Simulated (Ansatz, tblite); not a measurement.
Cost and result up the ladder for In₂N₃⁻ (5 atoms). Total charge -1; singlet. Geometry: PBE0-D4/def2-SVPD.

```xyz
5

In    0.028    0.851    1.334
In   -0.833   -1.274   -2.649
N     0.884   -1.109   -0.964
N    -0.067    1.929    2.896
N    -0.012   -0.397   -0.617
```

Ansatz on 4 threads of Arm Neoverse V1 on a shared host; xTB runs through tblite on one thread. Times are rough, summed over both states, and most runs start from the orbitals of an earlier one. CAM-B3LYP-D4/def2-TZVPD serves as the yardstick here, not as an exact answer. The other state is a quintet at its own geometry, which has other bonds, so the gap mixes isomer and spin.

In the def2 sets In takes a core potential; there is no spin–orbit coupling. The xTB rows come from tblite. In the quintet geometry the species has come apart into loosely held pieces. The structure comes from a short search, and lower isomers may exist.

Run but left out: HF/STO-3G (singlet: restricted singlet, unstable in another Hartree–Fock run and untested here); HF/def2-TZVPD (singlet: restricted singlet, unstable towards broken spin symmetry); MP2/def2-TZVPD (quintet: ⟨S²⟩ 6.18, where a pure state has 6.00).

xTB has no spin-polarisation term.

```tsv
level	functions	wall time	quintet − singlet (eV)	difference from CAM-B3LYP-D4/def2-TZVPD (eV)	remarks
GFN1-xTB	30	0.008 s	3.04	4.60	–
GFN2-xTB	30	0.031 s	4.43	6.00	–
PBE-D4/def2-TZVPD (with forces)	223	11 s	-0.42	1.15	HOMO above zero (quintet)
r2SCAN-D4/def2-TZVPD	223	15 s	-1.12	0.45	HOMO above zero (quintet)
PBE0-D4/def2-TZVPD	223	20 s	-1.49	0.08	–
CAM-B3LYP-D4/def2-TZVPD	223	23 s	-1.57	0.00	–
r2SCAN0-D4/def2-TZVPD	223	31 s	-2.00	-0.43	–
```
